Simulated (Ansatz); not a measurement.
Geometry optimisation, Ansatz, RHF/def2-SVP.

Input file:

```yaml
crystal:
  periodic: [false, false, false]
  atoms:
    - { symbol: W, position_ang: [0.028063, 0.352912, 0.060902] }
    - { symbol: O, position_ang: [0.192266, 0.155132, 1.922504] }
    - { symbol: H, position_ang: [0.58795, -0.126557, 2.729864] }
    - { symbol: H, position_ang: [1.045746, -1.053689, 0.247317] }
    - { symbol: F, position_ang: [-0.335207, 2.224894, -0.083122] }
    - { symbol: H, position_ang: [-1.393344, -0.516531, -0.092316] }
    - { symbol: H, position_ang: [0.343518, -1.465017, 0.03321] }
    - { symbol: F, position_ang: [0.559808, 0.277455, -1.71116] }
basis:
  gaussian: { orbitals: def2-SVP }
hamiltonian:
  xc: hf
relax:
  f_tol: 0.03
  max_steps: 50
```

Launched with:

```bash
$ ansatz run input.yaml --threads 1 --pin off --max-ram 2048MiB --backend cpu --events-out ev --progress --plain --runs-dir out
```

Q: Where does it end, and by what steps?

A: The forces met the threshold. After 11 steps the energy has fallen by 0.215 eV; H4 moved furthest, 0.29 Å.

```
step  energy less start (eV)  largest force component (eV/Å)  accepted
   0                  0.0000                           1.797       yes
   1                 -0.1725                           0.625       yes
   2                 -0.1890                           0.357       yes
   3                 -0.1978                           0.248       yes
   4                 -0.2061                           0.162       yes
   5                 -0.2090                           0.087       yes
   6                 -0.2119                           0.075       yes
   7                 -0.2097                           0.646        no
   8                 -0.2139                           0.031       yes
   9                 -0.2145                           0.157       yes
  10                 -0.2146                           0.124       yes
  11                 -0.2151                           0.019       yes
```

```xyz
8
Properties=species:S:1:pos:R:3
W 0.060 0.358 0.108
O 0.187 0.206 1.927
H 0.426 0.081 2.829
H 1.112 -1.244 0.039
F -0.268 2.232 0.007
H -1.327 -0.568 -0.050
H 0.371 -1.547 -0.046
F 0.467 0.330 -1.707
```

Whether the end is a true minimum wasn't checked by a vibrational analysis.

The run took 30 s on 1 thread of Arm Neoverse V2 (shared host), peak memory 0.17 GiB.
